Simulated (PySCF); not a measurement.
## State search for SeN

Unrestricted PBE0; basis Se cc-pVDZ-PP with ECP10, N cc-pVDZ; scalar-relativistic core potentials; PySCF 2.14. Outer shells of the fragments: Se 3d10 4s2 4p4; N 2s2 2p3.

Followed along the bond (rough minima from three points):

```json
{"2Ms+1": "2", "unpaired": "π ↑", "⟨S²⟩ at the start": "0.91", "R at minimum (Å)": "1.66", "Te (eV)": "0.00"}
{"2Ms+1": "4", "unpaired": "π ↑↑↑", "⟨S²⟩ at the start": "3.76", "R at minimum (Å)": "none in the scan", "Te (eV)": "≤ 1.80"}
{"2Ms+1": "6", "unpaired": "σ ↑, π ↑↑↑↑", "⟨S²⟩ at the start": "8.75", "R at minimum (Å)": "none in the scan", "Te (eV)": "≤ 6.18"}
```

Solutions found at the starting distance of 1.770 Å, counted from the lowest of them; the search is not exhaustive and high or unbound solutions are not listed, so other states can lie among these:

| 2Ms+1 | unpaired | term | E (eV) | ⟨S²⟩ | ⟨Lz²⟩ | μ (D) |
| --- | --- | --- | --- | --- | --- | --- |
| 2 | π ↑ | ²Π | 0.00 | 0.91 | 1.01 | -1.81 |
| 4 | π ↑↑↑ | ⁴Π | 1.73 | 3.76 | 1.00 | -1.69 |
| 2 | π ↑↑↓ | mixed | 2.30 | 1.76 | 3.01 | -1.76 |
| 4 | σ ↑, π ↑↑ | ⁴Σ⁻ | 2.56 | 3.76 | 0.00 | -0.83 |
| 2 | σ ↑, π ↑↓ | mixed | 3.34 | 1.76 | 2.01 | -1.21 |
| 2 | σ ↓, π ↑↑ | mixed | 3.44 | 1.77 | 0.00 | -1.24 |
| 2 | π ↑ | mixed | 4.17 | 0.75 | 3.01 | -1.99 |
| 4 | σ ↑, π ↑↑ | mixed | 5.94 | 3.75 | 2.01 | -1.49 |
| 4 | σ ↑, π ↑↑ | mixed | 6.10 | 3.80 | 2.01 | -0.55 |
| 2 | σ ↓, π ↑↑ | mixed | 6.76 | 1.83 | 2.01 | -0.54 |
| 4 | σ ↑↑, π ↑ | ⁴Π | 6.85 | 4.00 | 1.02 | 0.13 |
| 4 | σ ↑, π ↑↑ | mixed | 6.89 | 3.75 | 2.01 | -0.40 |
| 6 | σ ↑, π ↑↑↑↑ | ⁶Σ⁺ | 7.44 | 8.75 | 0.00 | -0.89 |
| 6 | σ ↑↑, π ↑↑↑ | ⁶Π | 7.82 | 8.76 | 1.00 | 0.46 |

A term symbol is given only where ⟨S²⟩ and ⟨Lz²⟩ are close to those of a pure state; real π, δ and φ orbitals otherwise mix terms. A positive dipole means Se(−)N(+).

Spin–orbit coupling is left out. Counting both spins, an empty level lies below a filled one in some of these solutions, because spin and occupation are held.
